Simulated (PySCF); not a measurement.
Gas-phase reaction: 2 SF5 ⇌ SF6 + SF4

Method: PySCF energies plus ideal-gas RRHO corrections (1 bar). The comparison is the NASA 1993 polynomial table, which mixes measured and estimated data. After a fit of one offset per element over all species, the range-separated, M06-2X, PBE0/def2-QZVP and CCSD(T)/def2-TZVPP enthalpies, where run, lie to one side of the table for SF5 (+45 kJ/mol): a fault of the table's entry, another state or a shared error of the levels is possible; this was not checked at source. † marks an energy on the PBE0/def2-TZVP geometry and frequencies; other levels use their own. MP2 freezes the core. 6-31G* has spherical d functions here. Open shells (unrestricted): SF5 (multiplicity 2); the rest are closed-shell singlets. For this reaction the table lies outside the span of B3LYP, M06-2X, MP2, PBE0, r2SCAN, ωB97M-V, ωB97X-V in their largest bases here; which side is off was not settled. MP2 isn't extrapolated to the basis-set limit. The table's entry may be an old estimate for SF5, SF4 (not checked at source).

```csv
level,"ΔH°(298 K), kJ"
table,-166.8
BLYP/def2-TZVP†,?
HF/6-31G*,-232.7
HF/def2-TZVP†,?
MP2/def2-SVP†,?
MP2/def2-TZVPP†,-276.1
PBE0/def2-QZVP†,?
PBE0/def2-TZVP,-232.4
r2SCAN/def2-TZVP†,-210.7
ωB97X-V/def2-TZVP†,-252.2
```

### Question
Some entries are withheld; supply them.

### Answer

- BLYP/def2-TZVP†, ΔH°(298 K), kJ: -208.1
- HF/def2-TZVP†, ΔH°(298 K), kJ: -231.6
- MP2/def2-SVP†, ΔH°(298 K), kJ: -272.9
- PBE0/def2-QZVP†, ΔH°(298 K), kJ: -233.5
